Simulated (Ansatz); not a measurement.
Saddle point of SnNH₅O, singlet (SnNH₅O ([NH2][SnH2][OH]) → SnNH₃ ([NH][SnH2]) + H₂O (still joined by a long Sn–O bond); bonds formed: O2–H4; bonds broken: N3–H4; bonds weakened to dative contacts: Sn1–O2), PBE0-D4/def2-TZVP structure:

```json
{"atom": "Sn1", "x (Å)": "-0.5002", "y (Å)": "0.5313", "z (Å)": "0.6419"}
{"atom": "O2", "x (Å)": "1.3164", "y (Å)": "-0.5387", "z (Å)": "-0.1675"}
{"atom": "N3", "x (Å)": "-1.0478", "y (Å)": "-0.3186", "z (Å)": "-1.0177"}
{"atom": "H4", "x (Å)": "0.5205", "y (Å)": "-0.7220", "z (Å)": "-0.8515"}
{"atom": "H5", "x (Å)": "0.1544", "y (Å)": "2.1099", "z (Å)": "0.5931"}
{"atom": "H6", "x (Å)": "-0.7200", "y (Å)": "0.0322", "z (Å)": "2.2679"}
{"atom": "H7", "x (Å)": "2.0364", "y (Å)": "-0.0623", "z (Å)": "-0.5960"}
{"atom": "H8", "x (Å)": "-1.7595", "y (Å)": "-1.0320", "z (Å)": "-0.8702"}
```

Energies are electronic, without zero-point energy. Barriers and step energies count from the start structure reached by relaxing down the imaginary mode; all methods use the PBE0-D4 structures, on which another method's saddle can fall below an end. Computed with Ansatz 0.2.0 (basis: def2-TZVPP, with def2-QZVPP for the basis limit); correlated methods freeze the cores. Filled d shells of the heavier atoms are correlated. Core potentials replace the inner electrons of the atoms past krypton. The def2 sets are not built for correlating such inner shells, so the correlated values are less sure here. B3LYP uses VWN-RPA correlation. Extrapolation: Hartree–Fock as exp(−7.88 √X), correlation as X^−2.97.

```
      method  barrier (kcal/mol)  step energy (kcal/mol)
       SPW92               41.70                   43.65
      PBE-D4               44.57                   43.90
     BLYP-D4               45.59                   43.68
   r2SCAN-D4               48.85                   48.36
      B97M-V               51.37                   49.30
     PBE0-D4                   ?                   49.68
    B3LYP-D4               50.23                   48.61
  r2SCAN0-D4               52.51                   52.03
    BHLYP-D4                   ?                   54.95
CAM-B3LYP-D4               53.22                   52.41
     wB97X-V               54.52                   53.75
     wB97M-V               52.61                   51.50
      B2PLYP               50.70                   48.84
    PBE-QIDH               52.91                   52.10
  RPA on PBE               50.38                   48.32
          HF                   ?                   62.51
         MP2               50.56                   49.25
        CCSD               54.63                   52.74
     CCSD(T)               51.62                   49.82
```

Fill in the withheld barriers. (To be estimated.)

The calculation gives: HF 65.93; BHLYP-D4 56.58; PBE0-D4 50.26 kcal/mol. Each is the energy of the saddle less that of the start structure, by the same method.

For comparison, the barrier by CCSD(T) at an estimated basis limit (MP2 extrapolated from triple and quadruple zeta, plus CCSD(T) − MP2 in triple zeta) is 51.02 kcal/mol.

T1 diagnostic: at most 0.021.

Labels in which every atom is bracketed show which atoms are joined, not bond orders.

For scale, one of the runs: CCSD(T)/def2-TZVPP, 182 basis functions, launched by `ansatz run in.yaml --threads 4 --pin off --events-out ev --progress --plain --max-ram 9574MiB`. Time: 45 s of wall clock on 4 CPU threads of an Arm Neoverse V2; the host was shared. Peak host memory: 2.1 GiB.
